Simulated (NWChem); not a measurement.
System: GeH2F2; SMILES [F][GeH2][F]

Input file for NWChem:

```
start job
memory heap 200 mb stack 900 mb global 1100 mb
geometry units angstroms noautosym nocenter noautoz
  Ge     0.000000     0.000000    -0.298583
  F     -1.372145     0.000000     0.753147
  F      1.372145     0.000000     0.753147
  H      0.000000     1.318576    -1.072511
  H      0.000000    -1.318576    -1.072511
end
basis spherical
  Ge library pcsseg-1
  F library pcsseg-1
  H library pcsseg-1
end
dft
  xc slater vwn_5
  iterations 150
end
property
  shielding 3 1 2 4
end
task dft property
```

Geometry: optimised at PBE0/def2-SVP.

GIAO values for the isolated, static molecule; σ is the absolute isotropic shielding, δ = σ(reference) − σ with the isolated reference molecule computed at the same levels (19F: trichlorofluoromethane, 1H: tetramethylsilane).

Atoms are numbered as in the input.

Task: Give the results of this calculation. (LDA (Slater exchange, VWN5)/pcSseg-1, GIAO.) Quantities: σ Ge1 (ppm); δ F2 (ppm); δ H4 (ppm).

Result: 
```json
{
  "σ Ge1 (ppm)": "1163.0",
  "δ F2 (ppm)": "-175.2",
  "δ H4 (ppm)": "6.44"
}
```
